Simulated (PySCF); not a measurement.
# What settings do to a single point of Pb2(OH)4

The sound run of Pb2(OH)4 (singlet; a saddle point, relaxed within its symmetry) uses PySCF 2.14.0, RKS PBE, Pb def2-SVP with ECP60, O def2-SVP, H def2-SVP; non-relativistic Hamiltonian with scalar-relativistic core potentials where named; density fitting; no spin-orbit coupling, grid (50, 194), threshold 1e-8 Eh and 55 cycles, at the relaxed geometry:

```xyz
10

Pb    0.0127    0.6432    1.8621
Pb    0.0127    0.6432   -1.8621
O     0.9587    1.6717    0.0000
H     1.9126    1.4446    0.0000
O    -0.7797   -0.5041    0.0000
H    -1.6094   -1.0172    0.0000
O     1.7349   -0.6065    2.1462
H     1.9122   -1.1268    1.3375
O     1.7349   -0.6065   -2.1462
H     1.9122   -1.1268   -1.3375
```

There Pb1 has a Mulliken charge of 0.65 e and the dipole about the centre of mass is 3.81 D. Each run below changes one thing and starts from free metal ions and neutral atoms unless it says otherwise; with 55 cycles, smearing, a level shift and second-order steps follow where DIIS fails, and their cycles count. Energy shifts count from the sound run.

| change | outcome | cycles | energy shift (eV) | largest force component (eV/Å) | charge on Pb1 (e) | dipole about the centre of mass (D) |
| --- | --- | --- | --- | --- | --- | --- |
| spin (2S) set to 12, limit 70 cycles | converged | 19 | 34.60 | 5.30 | -0.43 | 4.15 |
| start from the bare core Hamiltonian, limit 87 cycles | converged | 17 | 0.0000 | 0.01 | 0.65 | 3.81 |
| threshold 0.0001 | converged | 11 | 0.0028 | 0.03 | 0.65 | 3.94 |

(1) How does the run with this change end: all coordinates × 1.05?

Unsound on purpose, so not properties of the compound: spin (2S) set to 12, limit 70 cycles.

Forces carry noise of the integration grid, about 0.01 to 0.03 eV/Å.

Results:

(1) outcome converged, cycles 14, energy shift (eV) 0.56, largest force component (eV/Å) 1.92, charge on Pb1 (e) 0.65, dipole about the centre of mass (D) 4.44.
